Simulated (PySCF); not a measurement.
**How methods differ on the excitation energy of Pd**

Pd [Kr] 4d10 (1S) → Pd [Kr] 4d9 5s1 (3D), as a difference of total energies. All numbers are calculated (PySCF 2.14, the spin-free X2C one-electron Hamiltonian (Gaussian nucleus), in x2c-TZVPPall). Correlated levels: valence and next inner shell: [Ar] 3d10 frozen. The calculations carry no spin-orbit coupling.

| method | excitation energy (eV) |
| --- | --- |
| UHF | -0.063 |
| MP2 (valence and next inner shell) | 1.315 |
| SCS-MP2 (valence and next inner shell) | 1.194 |
| CCSD (valence and next inner shell) | 0.743 |
| CCSD(T) (valence and next inner shell) | 0.824 |

Q: How much does correlation contribute at CCSD(T) (valence and next inner shell)?

A: 0.824 − (-0.063) = 0.887 eV, measured against UHF.

The basis was made for the ground configuration and has no added diffuse functions, so the excitation energy can come out too high.
